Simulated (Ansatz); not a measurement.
Ansatz results at the PBE0-D4/def2-TZVP geometry: LUMO energy (PBE/def2-TZVPP) -2.12 eV; HOMO energy (PBE0/def2-TZVPP) -7.46 eV; HOMO–LUMO gap (ωB97M-V/def2-TZVPP) 9.73 eV.

Each molecule was computed in one conformer, which needn't be the lowest.

Question: Which molecule gave them?
A. `[OH][In]([Cl])[O][SiH3]`
B. `CC[N](C)[InH][Cl]`
C. `[CH3][In]([SH])[Cl]`
D. `[CH3][In]([F])[c]1ccccc1`

Answer: D. The others give `CC[N](C)[InH][Cl]`: -1.86, -6.33, 8.80; `[OH][In]([Cl])[O][SiH3]`: -3.38, -8.72, 10.51; `[CH3][In]([SH])[Cl]`: -2.12, -7.66, 10.12.
